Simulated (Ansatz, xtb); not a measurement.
# Isomers of C3H7Li in order of energy

3 gas-phase structures of C3H7Li, found in a search over its isomers (lower ones may exist). Each was relaxed with GFN2-xTB:

A. a singlet given by its coordinates
B. `[Li][CH2]CC`, a singlet
C. `[Li][CH](C)C`, a singlet

A (Å):

```xyz
11

C     0.7666    0.0676    0.0858
C     0.2763   -1.0968   -0.7780
C    -1.2299   -1.0590   -1.0192
Li   -0.5004    1.3701   -0.5213
H     1.8560    0.1122   -0.0020
H     0.5838   -0.2062    1.1363
H     0.7831   -1.0798   -1.7487
H     0.5137   -2.0638   -0.3093
H    -1.7612   -1.0272   -0.0666
H    -1.4980   -0.1685   -1.6031
H    -1.5661   -1.9375   -1.5689
```

Close contacts (Å): C1–C2 1.53, C1–Li4 1.92, C2–C3 1.53, C2–Li4 2.60, C3–Li4 2.58, C1–H5 1.09, C1–H6 1.10, C2–H7 1.10, C2–H8 1.10, C3–H9 1.09, C3–H10 1.10, C3–H11 1.09, Li4–H10 2.13.

**Question.** Estimate their order in r2SCAN-D4/def2-SVP energy at these geometries, lowest first.

**Answer.** Calculated order at r2SCAN-D4/def2-SVP: B (0.0), A (2.0), C (14.7) kJ/mol. Less than 1 kcal/mol parts B and A, so the order within that pair means little.

Energies above the lowest of each column, in kJ/mol; the last columns are at B3LYP-D3(BJ)/def2-SVP geometries:

| structure | GFN2-xTB | HF/STO-3G | r2SCAN-D4/def2-SVP | B3LYP-D3(BJ)/def2-SVP | CCSD(T)/def2-TZVP |
| --- | --- | --- | --- | --- | --- |
| B | 10.5 | 0.5 | 0.0 | 1.1 | 0.0 |
| A | 0.0 | 0.0 | 2.0 | 0.0 | 0.0 |
| C | 12.8 | 12.2 | 14.7 | 14.8 | 14.9 |

CCSD(T)/def2-TZVP has A and B within 1 kcal/mol of each other at the bottom, and every level picks one of them. Flexible structures stand in one conformer each, not always the lowest.

Programs: Ansatz 0.2.0, xtb 6.7.1.
